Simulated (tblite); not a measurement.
C3H7FOSi.
SMILES: `O1C[C@@H](C)[Si@@H]1F`

Computed values, GFN2-xTB/tblite, gas phase, harmonic and unscaled. This tight-binding method is rough: wavenumbers can miss measured ones by several per cent, in bad cases by 10 to 20. Modes of hydrogen on silicon can be 10 to 20 % off.

Harmonic wavenumbers (cm⁻¹): 110.9, 129.7, 197.6, 221.5, 292.5, 397.2, 522.6, 582.4, 673.6, 691.3, 808.2, 888.7, 917.1, 937.8, 992.4, 1004.0, 1112.8, 1135.0, 1165.9, 1195.1, 1265.7, 1314.1, 1413.3, 1479.7, 1500.4, 1505.1, 2433.8, 2965.7, 2976.6, 2989.4, 3011.4, 3030.3, 3036.4.

A = 4835, B = 2311, C = 1813 MHz; mass 106.025 u (most abundant isotopes); point group C1, symmetry number 1.

**Question.** Zero-point energy?

**Answer.** ½Σν̃ = 21449 cm⁻¹ = 256.59 kJ/mol.

**Question.** What is S at 298.15 K and 1 bar for an ideal gas of classical rigid rotors and harmonic oscillators?

**Answer.** Translation 167.02, rotation 113.66, vibration 65.18: S = 345.9 J/(mol K).

**Question.** And Cp and H(298.15 K) − H(0)?

**Answer.** Cp = 113.22 J/(mol K), of which vibrations give 79.96 (their classical limit is 33 R = 274.4); H(298.15 K) − H(0) = 21.14 kJ/mol without the zero-point energy, 11.23 from vibrations.

**Question.** What must be added to the electronic energy to get the Gibbs energy at 298.15 K and 1 bar?

**Answer.** ZPE + [H(298.15 K) − H(0)] − T·S = 256.59 + 21.14 − 103.12 = 174.61 kJ/mol.

**Question.** How do the functions run with temperature in this model?

**Answer.** 
| T (K) | S (J/(mol K)) | Cp (J/(mol K)) | H − H(0) (kJ/mol) | G − H(0) (kJ/mol) | ln q(vib) |
| --- | --- | --- | --- | --- | --- |
| 150 | 284.4 | 71.6 | 7.53 | -35.12 | 1.15 |
| 250 | 327.2 | 99.1 | 16.03 | -65.77 | 2.59 |
| 400 | 383.2 | 141.7 | 34.16 | -119.12 | 4.88 |
| 600 | 449.4 | 184.9 | 67.11 | -202.53 | 8.04 |
| 900 | 532.8 | 225.6 | 129.22 | -350.30 | 12.64 |

q(vib) and H(0) count from the zero-point level.

**Question.** Which modes carry the vibrational entropy at 298.15 K?

**Answer.** 110.9 cm⁻¹: 13.61; 129.7 cm⁻¹: 12.34; 197.6 cm⁻¹: 9.02; 221.5 cm⁻¹: 8.15; 292.5 cm⁻¹: 6.11; 397.2 cm⁻¹: 4.07 J/(mol K); the other 27 give 11.88 together.

Hindered rotation and anharmonicity are outside this model. The structure is chiral; the term R ln 2 for an equal mix with its mirror image is left out.
